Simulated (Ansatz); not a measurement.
Relaxed structures of AlBH₄SO, singlet (PBE0-D4/def2-TZVP; forces vanish, vibrations not checked; lower isomers may exist, and structures with a doubtful reference or unclear bonds are left out; Å). Ansatz 0.2.0; basis: def2-TZVPP; cores frozen in the correlated methods.

(1) Rank them by CCSD(T) energy, lowest first, and give each one's height above the lowest. Links in brackets join atoms within 1.22 times the sum of their covalent radii (1.1 for two metals). (To be estimated.)
A.
AlBH₄SO ([BH2][O][AlH][SH])
```
8
angstrom
B -1.3155 -0.1457 -1.1966
O -0.5321 0.1232 -0.1508
Al 0.4544 0.4617 1.1677
S 2.4835 -0.3179 1.1714
H -1.9984 -1.1372 -1.1863
H -1.3270 0.6054 -2.1375
H -0.0959 1.3224 2.3574
H 2.3309 -0.9119 -0.0254
```
B.
a complex of AlBH₂O ([BH2][O][Al]) + H₂S
```
8
angstrom
B -1.1187 -0.2068 -1.0959
O -0.6190 0.2662 0.0458
Al -0.1183 0.9354 1.5548
S 2.3645 -0.9065 1.0405
H -2.0115 -1.0170 -1.0758
H -0.6674 0.1723 -2.1498
H 3.3072 -0.0806 1.5207
H 2.4126 -0.3578 -0.1834
```
C.
AlBH₄SO ([BH2][Al]([OH])[SH])
```
8
angstrom
B -1.3161 -0.0676 -1.4216
O -0.3167 0.3299 1.6832
Al 0.1592 -0.0351 0.0969
S 2.2623 -0.4659 -0.3786
H -1.9204 -1.0617 -1.7065
H -1.5984 0.9047 -2.0617
H 0.2542 0.3743 2.4475
H 2.6859 -0.3070 0.8870
```
D.
AlBH₄SO ([BH2][O][SH][AlH])
```
8
angstrom
B -1.4018 -0.0077 -1.1384
O -1.1174 0.7571 -0.0755
Al 2.3793 -0.4938 1.3589
S 0.2483 0.2445 0.9753
H -0.7608 -0.9939 -1.3906
H -2.3252 0.3499 -1.8144
H 0.2103 1.4005 1.6413
H 2.8205 -1.4482 0.1295
```
E.
AlBH₄SO ([OH2][B][AlH][SH])
```
8
angstrom
B -0.4335 0.7679 -0.5935
O -1.4052 -0.1256 -1.3050
Al 0.4473 0.3918 1.2599
S 2.5043 -0.4287 1.3395
H -1.7649 -0.9882 -1.0272
H -1.7356 0.1666 -2.1616
H 0.0512 1.2067 2.5693
H 2.4714 -0.9438 0.0994
```

The T1 diagnostic stays at or below 0.026. The T1 diagnostic is large here, which may signal multireference character or strong orbital relaxation, so CCSD(T) is less sure. The restricted Hartree–Fock reference is unstable towards an unrestricted one at one or more of these structures.

Answers

(1) By the calculation: A (0.000 eV), B (1.631 eV), C (1.759 eV), D (4.815 eV), E (6.350 eV). Heights count from the lowest.

For scale, one of the runs: CCSD(T)/def2-TZVPP, 202 basis functions, launched by `ansatz run in.yaml --threads 2 --pin off --events-out ev --progress --plain --max-ram 4352MiB`. Hardware: 2 CPU threads of an Arm Neoverse V2, shared host. Wall time 54 s; peak host memory 2.4 GiB.
